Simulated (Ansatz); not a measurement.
Molecule: sum formula BaOH, charge 0, multiplicity 2. It need not be the lowest isomer of its formula. SMILES: [Ba][OH]
Geometry: optimised at B3LYP-D3(BJ)/def2-TZVP (Ansatz, a first-principles code).

Wanted: vertical electron affinity (to the singlet state of charge -1; a negative value means that the extra electron is unbound and the number depends on the basis; each state is the SCF solution reached for its spin; for the singlet the Hartree-Fock reference is unstable and T1 is 0.022), in eV. Valence correlation only, unless marked. Open shells are spin-unrestricted. Spin-orbit coupling is left out. Frozen are the shells of the preceding noble gas and the d and f shells that filled before the atom's block. The outer core of K, Ca and their heavier congeners is not correlated, a term that matters for these elements. In def2 rows, elements after Kr have scalar-relativistic effective core potentials. Anions need diffuse functions: def2-D sets add few. CBS(X,Y): correlation extrapolated as X^-3; Hartree-Fock from the larger set.

| level | program | vertical electron affinity (eV) |
|---|---|---|
| SVWN5/def2-TZVPD | Ansatz | 0.68 |
| PBE/def2-TZVPD | Ansatz | 0.59 |
| r2SCAN/def2-TZVPD | Ansatz | 0.45 |
| B3LYP/def2-TZVPD | Ansatz | 0.58 |
| PBE0/def2-TZVPD | Ansatz | 0.54 |
| BHLYP/def2-TZVPD | Ansatz | 0.43 |
| CAM-B3LYP/def2-TZVPD | Ansatz | 0.50 |
| wB97M-V/def2-TZVPD | Ansatz | 0.55 |
| wB97X-V/def2-TZVPD | Ansatz | 0.45 |
| wB97X/def2-TZVPD | Ansatz | 0.72 |
| CCSD/def2-SVPD | Ansatz | 0.55 |
| CCSD/def2-TZVPPD | Ansatz | 0.53 |
| CCSD/def2-QZVPPD | Ansatz | 0.58 |
| CCSD/CBS(def2-TZVPPD,def2-QZVPPD) | Ansatz | 0.55 |
| CCSD(T)/def2-SVPD | Ansatz | 0.57 |
| CCSD(T)/def2-TZVPPD | Ansatz | 0.55 |
| CCSD(T)/def2-QZVPPD | Ansatz | 0.60 |
| CCSD(T)/CBS(def2-TZVPPD,def2-QZVPPD) | Ansatz | 0.57 |
